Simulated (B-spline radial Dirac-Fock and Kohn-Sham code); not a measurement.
Elastic scattering of 424 eV positrons by neutral cerium

The computed values come from a B-spline atomic structure program: relativistic (Dirac) partial waves in the static field of the Dirac-Fock atom, without polarisation or absorption potentials.

Input file task.json (cfg lists n, l and occupation; rrms is the nuclear radius in fm):

```json
{"items": [{
  "Z": 58,
  "q": 0,
  "cfg": [[1, 0, 2], [2, 0, 2], [2, 1, 6], [3, 0, 2], [3, 1, 6], [3, 2, 10], [4, 0, 2], [4, 1, 6], [4, 2, 10], [4, 3, 1], [5, 0, 2], [5, 1, 6], [5, 2, 1], [6, 0, 2]],
  "A": 140,
  "rrms": 4.8771,
  "do": "elastic",
  "energies": [[424.0, 1]],
  "theta": [5, 10, 15, 20, 25, 30, 35, 40, 45, 50, 55, 60, 65, 70, 75, 80, 85, 90, 95, 100, 105, 110, 115, 120, 125, 130, 135, 140, 145, 150, 155, 160, 165, 170, 175]
}]}
```

Run with: `python xray2_run.py task.json out`

```tsv
θ (°)	dσ/dΩ (a₀²/sr)
5	164
10	40.9
15	13.5
20	5.89
25	3.13
30	1.94
35	1.31
40	0.932
45	0.683
50	0.517
55	0.402
60	0.320
65	0.260
70	0.215
75	0.181
80	0.155
85	0.134
90	0.118
95	0.104
100	0.0933
105	0.0843
110	0.0769
115	0.0707
120	0.0655
125	0.0612
130	0.0575
135	0.0544
140	0.0518
145	0.0497
150	0.0479
155	0.0465
160	0.0453
165	0.0444
170	0.0438
175	0.0435
```

The total elastic cross section is 20.1 a₀², the first transport cross section 1.83 a₀² and the second, weighted with (3/2) sin²θ, 3.41 a₀². The mean deflection is ⟨1 − cos θ⟩ = 0.0912, and 2.2 % of the collisions scatter beyond 90°.

Phase shifts modulo π (rad) for κ = −1 to −5: -1.030, 0.129, 0.946, 1.515, -1.226.
